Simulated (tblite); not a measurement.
Parent: `[CH:1]#[C:2][C:3]1=[CH:4][SiH2:5][C@@H:6]1[CH3:7]`, C6H8Si.

Computed geometry: GFN2-xTB, gas phase. One conformer each, not checked by frequencies here.

```csv
coordinate of the parent,value
C1≡C2,1.203 Å
C2–C3,1.401 Å
C3=C4,1.348 Å
C4–Si5,1.882 Å
Si5–C6,1.938 Å
C6–C7,1.521 Å
C3–C6,1.518 Å
C1–C2–C3,178.0°
C2–C3–C4,130.1°
C2–C3–C6,124.7°
C4–C3–C6,105.1°
C3–C4–Si5,94.5°
C4–Si5–C6,73.2°
Si5–C6–C7,118.8°
C3–C6–Si5,87.1°
C3–C6–C7,113.6°
```

Task: How does the shared frame change in `[CH3:1][CH2:2][CH2:3][C:4]#[C:5][C:6]1=[CH:7][SiH2:8][C@H:9]1[CH3:10]` with C1–C2–C3–C4 -64°, C9H14Si? Atoms pair as C1 = C4, C2 = C5, C3 = C6, C4 = C7, Si5 = Si8, C6 = C9, C7 = C10 (parent first).

Result: 
```
   parent    relative  value in the relative  change
    C1≡C2       C4≡C5                1.206 Å  +0.003
    C2–C3       C5–C6                1.399 Å  -0.002
    C3=C4       C6=C7                1.349 Å  +0.001
   C4–Si5      C7–Si8                1.880 Å  -0.002
   Si5–C6      Si8–C9                1.936 Å  -0.002
    C6–C7      C9–C10                1.521 Å   0.000
    C3–C6       C6–C9                1.519 Å  +0.001
 C1–C2–C3    C4–C5–C6                 177.9°    -0.1
 C2–C3–C4    C5–C6–C7                 130.6°    +0.5
 C2–C3–C6    C5–C6–C9                 124.4°    -0.3
 C4–C3–C6    C7–C6–C9                 105.0°    -0.1
C3–C4–Si5   C6–C7–Si8                  94.6°    +0.1
C4–Si5–C6   C7–Si8–C9                  73.3°    +0.1
Si5–C6–C7  Si8–C9–C10                 118.7°    -0.1
C3–C6–Si5   C6–C9–Si8                  87.1°     0.0
 C3–C6–C7   C6–C9–C10                 113.5°    -0.1
```

No shared bond changes by more than 0.004 Å. Bonds of the relative outside the shared frame: C1–C2 1.523, C2–C3 1.535, C3–C4 1.447 Å. Point group C1 → C1.

Task: How does the shared frame change in `[CH3:1][C:2](=[O:3])[C:4]#[C:5][C:6]1=[CH:7][SiH2:8][C@H:9]1[CH3:10]`, C8H10OSi? Atoms pair as C1 = C4, C2 = C5, C3 = C6, C4 = C7, Si5 = Si8, C6 = C9, C7 = C10 (parent first).

Result: 
| parent | relative | value in the relative | change |
| --- | --- | --- | --- |
| C1≡C2 | C4≡C5 | 1.212 Å | +0.009 |
| C2–C3 | C5–C6 | 1.396 Å | -0.005 |
| C3=C4 | C6=C7 | 1.350 Å | +0.002 |
| C4–Si5 | C7–Si8 | 1.888 Å | +0.006 |
| Si5–C6 | Si8–C9 | 1.938 Å | 0.000 |
| C6–C7 | C9–C10 | 1.521 Å | 0.000 |
| C3–C6 | C6–C9 | 1.518 Å | 0.000 |
| C1–C2–C3 | C4–C5–C6 | 178.4° | +0.4 |
| C2–C3–C4 | C5–C6–C7 | 130.3° | +0.2 |
| C2–C3–C6 | C5–C6–C9 | 124.4° | -0.3 |
| C4–C3–C6 | C7–C6–C9 | 105.3° | +0.2 |
| C3–C4–Si5 | C6–C7–Si8 | 94.4° | -0.1 |
| C4–Si5–C6 | C7–Si8–C9 | 73.2° | 0.0 |
| Si5–C6–C7 | Si8–C9–C10 | 118.7° | -0.1 |
| C3–C6–Si5 | C6–C9–Si8 | 87.2° | +0.1 |
| C3–C6–C7 | C6–C9–C10 | 113.4° | -0.2 |

Of the parent's bonds, C1–C2 changes most (+0.009 Å). Bonds of the relative outside the shared frame: C1–C2 1.511, C2=O3 1.209, C2–C4 1.432 Å. Point group C1 → C1.

Task: How does the shared frame change in `[CH3:1][C:2](=[S:3])[C:4]#[C:5][C:6]1=[CH:7][SiH2:8][C@@H:9]1[CH3:10]`, C8H10SSi? Atoms pair as C1 = C4, C2 = C5, C3 = C6, C4 = C7, Si5 = Si8, C6 = C9, C7 = C10 (parent first).

Result: 
```
   parent    relative  value in the relative  change
    C1≡C2       C4≡C5                1.217 Å  +0.014
    C2–C3       C5–C6                1.390 Å  -0.011
    C3=C4       C6=C7                1.353 Å  +0.005
   C4–Si5      C7–Si8                1.888 Å  +0.006
   Si5–C6      Si8–C9                1.939 Å  +0.001
    C6–C7      C9–C10                1.521 Å   0.000
    C3–C6       C6–C9                1.519 Å  +0.001
 C1–C2–C3    C4–C5–C6                 178.3°    +0.3
 C2–C3–C4    C5–C6–C7                 130.3°    +0.2
 C2–C3–C6    C5–C6–C9                 124.6°    -0.1
 C4–C3–C6    C7–C6–C9                 105.1°     0.0
C3–C4–Si5   C6–C7–Si8                  94.4°    -0.1
C4–Si5–C6   C7–Si8–C9                  73.2°     0.0
Si5–C6–C7  Si8–C9–C10                 119.2°    +0.4
C3–C6–Si5   C6–C9–Si8                  87.3°    +0.2
 C3–C6–C7   C6–C9–C10                 113.6°     0.0
```

Of the parent's bonds, C1–C2 changes most (+0.014 Å). Bonds of the relative outside the shared frame: C1–C2 1.493, C2=S3 1.645, C2–C4 1.390 Å. Point group C1 → C1.

Task: How does the shared frame change in `[CH2:1]=[C:2]([CH3:3])[C:4]#[C:5][C:6]1=[CH:7][SiH2:8][C@@H:9]1[CH3:10]`, C9H12Si? Atoms pair as C1 = C4, C2 = C5, C3 = C6, C4 = C7, Si5 = Si8, C6 = C9, C7 = C10 (parent first).

Result: 
```csv
parent,relative,value in the relative,change
C1≡C2,C4≡C5,1.211 Å,+0.008
C2–C3,C5–C6,1.395 Å,-0.006
C3=C4,C6=C7,1.351 Å,+0.003
C4–Si5,C7–Si8,1.881 Å,-0.001
Si5–C6,Si8–C9,1.937 Å,-0.001
C6–C7,C9–C10,1.521 Å,0.000
C3–C6,C6–C9,1.519 Å,+0.001
C1–C2–C3,C4–C5–C6,176.9°,-1.1
C2–C3–C4,C5–C6–C7,130.5°,+0.4
C2–C3–C6,C5–C6–C9,124.5°,-0.2
C4–C3–C6,C7–C6–C9,105.0°,-0.1
C3–C4–Si5,C6–C7–Si8,94.6°,+0.1
C4–Si5–C6,C7–Si8–C9,73.3°,+0.1
Si5–C6–C7,Si8–C9–C10,119.1°,+0.3
C3–C6–Si5,C6–C9–Si8,87.2°,+0.1
C3–C6–C7,C6–C9–C10,113.8°,+0.2
```

Of the parent's bonds, C1–C2 changes most (+0.008 Å). Bonds of the relative outside the shared frame: C1=C2 1.333, C2–C3 1.501, C2–C4 1.412 Å. Point group C1 → C1.

Task: How does the shared frame change in `[CH3:1][C@H:2]1[SiH2:3][CH:4]=[C:5]1[C:6]#[C:7][CH:8]([F:9])[F:10]`, C7H8F2Si? Atoms pair as C1 = C7, C2 = C6, C3 = C5, C4 = C4, Si5 = Si3, C6 = C2, C7 = C1 (parent first).

Result: 
```
   parent   relative  value in the relative  change
    C1≡C2      C7≡C6                1.206 Å  +0.003
    C2–C3      C6–C5                1.399 Å  -0.002
    C3=C4      C5=C4                1.347 Å  -0.001
   C4–Si5     C4–Si3                1.889 Å  +0.007
   Si5–C6     Si3–C2                1.940 Å  +0.002
    C6–C7      C2–C1                1.521 Å   0.000
    C3–C6      C5–C2                1.517 Å  -0.001
 C1–C2–C3   C7–C6–C5                 179.4°    +1.4
 C2–C3–C4   C6–C5–C4                 130.2°    +0.1
 C2–C3–C6   C6–C5–C2                 124.4°    -0.3
 C4–C3–C6   C4–C5–C2                 105.5°    +0.4
C3–C4–Si5  C5–C4–Si3                  94.3°    -0.2
C4–Si5–C6  C4–Si3–C2                  73.1°    -0.1
Si5–C6–C7  Si3–C2–C1                 118.7°    -0.1
C3–C6–Si5  C5–C2–Si3                  87.1°     0.0
 C3–C6–C7   C5–C2–C1                 113.4°    -0.2
```

Of the parent's bonds, C4–Si5 changes most (+0.007 Å). Bonds of the relative outside the shared frame: C7–C8 1.450, C8–F9 1.361, C8–F10 1.361 Å. Point group C1 → C1.
